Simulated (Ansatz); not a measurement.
`[SiH3][SiH2]N[SiH2]Cl` and `CN[SiH2][SiH3]` differ in one atom or group.

Ansatz, PBE0-D4/def2-TZVP geometries, multiplicity 1. Each molecule was computed in one conformer, which needn't be the lowest.

| property | `[SiH3][SiH2]N[SiH2]Cl` |
| --- | --- |
| LUMO energy (B3LYP/def2-TZVPP) / eV | -0.66 |
| LUMO energy (PBE/def2-TZVPP) / eV | -1.34 |
| zero-point energy (PBE0-D4/def2-TZVP) / kJ/mol | 204.3 |
| LUMO energy (PBE0/def2-TZVPP) / eV | -0.51 |
| HOMO energy (B3LYP/def2-TZVPP) / eV | -7.79 |
| HOMO–LUMO gap (ωB97M-V/def2-TZVPP) / eV | 11.47 |

**Question.** Give the same properties after the change, and the shifts. (An estimate is asked.)

**Answer.** The calculation gave: 
```json
{"property": "LUMO energy (B3LYP/def2-TZVPP) / eV", "`CN[SiH2][SiH3]`": "-0.24", "shift": "0.42"}
{"property": "LUMO energy (PBE/def2-TZVPP) / eV", "`CN[SiH2][SiH3]`": "-0.89", "shift": "0.45"}
{"property": "zero-point energy (PBE0-D4/def2-TZVP) / kJ/mol", "`CN[SiH2][SiH3]`": "251.7", "shift": "47.4"}
{"property": "LUMO energy (PBE0/def2-TZVPP) / eV", "`CN[SiH2][SiH3]`": "-0.05", "shift": "0.46"}
{"property": "HOMO energy (B3LYP/def2-TZVPP) / eV", "`CN[SiH2][SiH3]`": "-6.38", "shift": "1.41"}
{"property": "HOMO–LUMO gap (ωB97M-V/def2-TZVPP) / eV", "`CN[SiH2][SiH3]`": "10.40", "shift": "-1.07"}
```

With PBE0 the HOMO rises by 1.44 eV and the LUMO rises by 0.46 eV, so the gap narrows by about 0.98 eV. PBE moves the HOMO by 1.35 eV and ωB97M-V by 1.52 eV.

B3LYP here is the variant with VWN-RPA as its local correlation; programs differ in this.
